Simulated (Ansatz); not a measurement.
`C[SiH2][CH2][GaH2]` → `[CH2]` (triplet) + `[SiH3][CH2][GaH2]` at 500 K and 1 bar (formal loss of a carbene).

Isolated molecules relaxed with PBE0-D4/def2-TZVP in Ansatz; ΔE leaves out vibrations. CBS: MP2 limit from def2 TZ/QZ plus the TZ coupled-cluster correction, frozen cores. This one scheme is used for every species. Triplets are unrestricted, without spin–orbit coupling. For Ga outer-core shells are correlated without core-valence functions, which leaves a few kJ/mol of doubt a bond. Scalar relativity is left out up to krypton. One conformer a species, not always the lowest.

```tsv
species	CCSD(T)/CBS energy (Eh)	H − E (kJ/mol)	S (J/(mol·K))
`C[SiH2][CH2][GaH2]`	-2294.54249	299.7	453.6
`[CH2]` (triplet)	-39.09499	62.7	213.9
`[SiH3][CH2][GaH2]`	-2255.26496	212.8	399.6
```

H − E and S are ideal-gas, rigid-rotor, harmonic terms from PBE0-D4/def2-TZVP, for one conformer and one mirror image of each species, with the whole ground term of open shells counted as degenerate. 1 Eh = 2625.50 kJ/mol, R = 8.31446 J/(mol·K).

**Question.** By hand: ΔE, ΔH, ΔS and ΔG.

**Answer.** ΔE = (-39.09499) + (-2255.26496) − (-2294.54249) = 0.18254 Eh = 479.3 kJ/mol. Δ(H − E) = 62.7 + 212.8 − 299.7 = -24.2, so ΔH = 455.1 kJ/mol. ΔS = 213.9 + 399.6 − 453.6 = 159.9 J/(mol·K). ΔG = 455.1 − 500 × (159.9)/1000 = 375.2 kJ/mol.

**Question.** By hand: the equilibrium constant, and the temperature at which ΔG would vanish if ΔH and ΔS stayed fixed.

**Answer.** log₁₀ K = −ΔG/(RT ln 10) = -39.2. ΔG = 0 at ΔH/ΔS = 2846 K, far beyond where these terms or the molecules hold.

The number of gas molecules changes by +1, which sets the sign of ΔS. A doubt of 5 kJ/mol in ΔE shifts log₁₀ K by 0.5 here. Other conformers and mirror images would add mixing entropy, several J/(mol·K) or more a flexible species. Modes under 60 cm⁻¹, often nearly free rotors, make the harmonic entropy too high. A triplet takes part, so the spin changes. These are equilibria of isolated gas molecules and say nothing of rates. Largest T1 diagnostic: 0.012 (customary marks: 0.02 for closed shells, 0.045 for open ones).
